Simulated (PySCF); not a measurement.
Calculated NMR parameters of C=C[C@@H]1C[P@+]1(P)[BH2-]C#N

```yaml
Formula: C5H10BNP2
SMILES: C=C[C@@H]1C[P@+]1(P)[BH2-]C#N
Point_group_of_the_computed_structure: C1
Carbon_signals: 5
Proton_signals: 9
```

Mapped SMILES: `[CH2:1]=[CH:2][C@@H:3]1[CH2:4][P@+:5]1([PH2:6])[BH2-:7][C:8]#[N:9]`; H(Xn) means a hydrogen on atom n. Ha(C4) is cis to C2 on the ring; Ha(C1) is cis to C3; Ha(B7) is pro-R; Hb(B7) is pro-S; Hb(C4) is trans to C2 on the ring; Hb(C1) is trans to C3.

Computed data (PySCF): geometry: PBE0-D3(BJ)/def2-SVP, PBE0/pcSseg-1 with gauge-including orbitals. No relativistic terms, gas phase, fast rotation and ring inversion assumed for equivalent nuclei, one computed conformer.

δ = σ(ref) − σ, references computed at the same level: $^{1}$H, $^{13}$C vs TMS; $^{31}$P vs H3PO4; $^{11}$B vs BF3·OEt2; $^{15}$N against NH3.

```tsv
carbon	δC, type	δH (multiplicity)	HMBC from (2–3 bonds)	span of the C tensor (ppm)
C1	128.7, CH2	Hb(C1) 5.76 (m); Ha(C1) 5.83 (m)	H(C2), H(C3)	220
C2	141.1, CH	5.60 (m)	Ha(C1), Hb(C1), H(C3), Hb(C4), Ha(C4)	225
C3	31.5, CH	2.18 (m)	Ha(C1), Hb(C1), H(C2), H(P6), Hb(B7), Hb(C4), Ha(B7), Ha(C4)	84
C4	15.5, CH2	Hb(C4) 1.79 (m); Ha(C4) 1.40 (m)	H(C2), H(P6), H(C3), Hb(B7), Ha(B7)	48
C8	132.2, C	–	Hb(B7), Ha(B7)	356
```

Other nuclei:
| atoms | nucleus | environment | δ (ppm) | σ (ppm) |
| --- | --- | --- | --- | --- |
| H(P6) | $^{1}$H | hydrogen on a phosphorus bonded to P | 3.71 | 27.55 |
| Hb(B7) | $^{1}$H | hydrogen on a boron bonded to C, P | 2.15 | 29.12 |
| Ha(B7) | $^{1}$H | hydrogen on a boron bonded to C, P | 1.52 | 29.74 |
| P5 | $^{31}$P | phosphorus bonded to 2 C, B, P, in a 3-membered ring | -183.9 | 494.1 |
| P6 | $^{31}$P | phosphorus bonded to P, 2 H | -213.7 | 523.8 |
| B7 | $^{11}$B | boron bonded to C, P, 2 H | -41.8 | 142.5 |
| N9 | $^{15}$N | nitrile nitrogen | 341.7 | -76.0 |

δC 141.1: alkene CH; as expected for a trigonal carbon in a double bond. δC 132.2: nitrile carbon; this is the usual window of a C≡N carbon, which has no attached hydrogen. δC 128.7: terminal =CH2 carbon; as expected for a trigonal carbon in a double bond. δH 5.83, 5.76: hydrogen on a terminal =CH2 carbon; olefinic region. δH 5.60: hydrogen on an alkene CH; attached to an sp2 carbon and in the plane of the double bond.

Hydrogens on boron are broadened and split by $^{11}$B (spin 3/2, 80 %) and 10B (spin 3). A carbon bonded to boron is broadened by the quadrupolar boron nucleus and is often missing from a measured spectrum. Splittings by $^{31}$P in the carbon and heteronuclear signals aren't shown, as no couplings were computed. Shifts are as computed. Against solution values, carbons near 30 ppm lie about +2 ppm off and those near 130 ppm about +5 ppm (rms about the fit 1.9 ppm; single classes can miss by 10 ppm). Of 1328 compounds with measured shifts, 309 miss one by over three times the rms of a fit or turn the order of signals round; such compounds aren't used in these exercises. Signals without a measured value on file couldn't be tested in this way; 1H shifts scatter by 0.2 ppm about their fit, and single ones miss by 0.5 ppm. Experimental scales use liquid or dissolved standards, which lie at an offset from isolated NH3 (liquid NH3: subtract about 20 ppm) and H3PO4. Unscaled 15N shifts of sp2 nitrogen often come out too high even then, by a few to some tens of ppm. Multiplicities follow the n + 1 count of equivalent neighbours, as no J values were calculated; m marks all less simple cases, F and P coupling included.
